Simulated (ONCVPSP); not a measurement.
# Cutoff test, Al (Z = 13), ONCV

Al (Z = 13), optimised norm-conserving Vanderbilt (ONCV), made with ONCVPSP 4.0.1 (LDA (Perdew-Zunger), scalar-relativistic). Core [Ne], reference 3s2 3p1. Waves: 3s: rc 2.20 bohr, ncon 3, nbas 7, qcut 2.5 1/bohr, 2 projectors, debl 0.3 Ha; 3p: rc 1.75 bohr, ncon 4, nbas 8, qcut 4 1/bohr, 1 projector; d scattering state at 0.42 Ha: rc 2.20 bohr, ncon 4, nbas 7, qcut 3.8 1/bohr, 2 projectors, debl 0.5 Ha. Local part: polynomial inside 1.25 bohr (lpopt 5, dvloc0 3 Ha). Core correction: none.

Question: For each optimised wave give the share of its norm inside rc, the residual kinetic energy above qcut (Ha) and the cutoffs (Ha) for errors of 10, 1, 0.1 and 0.01 mHa per electron.

Answer:

| wave | norm inside rc | residual KE | 10 mHa | 1 mHa | 0.1 mHa | 0.01 mHa |
| --- | --- | --- | --- | --- | --- | --- |
| 3s | 0.424 | 3.3e-03 | 2.0 | 7.9 | 28.2 | 56.6 |
| s projector 2 | 0.058 | 8.0e-04 | 0.6 | 2.9 | 8.8 | 38.0 |
| 3p | 0.096 | 2.4e-04 | 1.3 | 2.3 | 34.0 | 65.8 |
| d projector 1 | 0.154 | 1.3e-03 | 4.4 | 7.7 | 28.5 | 35.4 |
| d projector 2 | 0.312 | 7.8e-03 | 6.8 | 9.8 | 25.8 | 47.0 |

The occupied waves need 7.9 Ha and 34 Ha for 1 and 0.1 mHa. Note: no bound ghost flagged; GHOST(+) flagged for s at 102.2 eV.
